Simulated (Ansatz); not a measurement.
Input for Ansatz (a program for electronic structure): R-CCSD(T)/def2-TZVPP on ClGaH2O (SMILES [OH][GaH][Cl]), a point of a torsion scan. The run froze 20 orbitals, filled d shells among them.

Ansatz 0.2 input:
```yaml
crystal:
  periodic: [false, false, false]
  atoms:
    - {symbol: O, position_ang: [-1.14650806, -0.20037160, -0.17198256]}
    - {symbol: Ga, position_ang: [0.40583054, 0.50024444, -0.09963374]}
    - {symbol: Cl, position_ang: [1.88735731, -0.41046034, 1.04290758]}
    - {symbol: H, position_ang: [-1.86798696, -0.70703514, 0.18642456]}
    - {symbol: H, position_ang: [0.42530799, 1.70056225, -1.02423035]}
basis:
  gaussian:
    orbitals: def2-TZVPP
magnetization: {spin_polarized: false}
correlation: {method: ccsd_t, electrons: outside_noble_gas}
scf: {lower_state_search: off}
```

Predict the final total energy.

-2459.4523 hartree (reference determinant -2458.9007, T1 diagnostic 0.011).

How many basis functions does it have, and what does it roughly cost on one machine?

149 functions; very roughly 22 core-seconds.
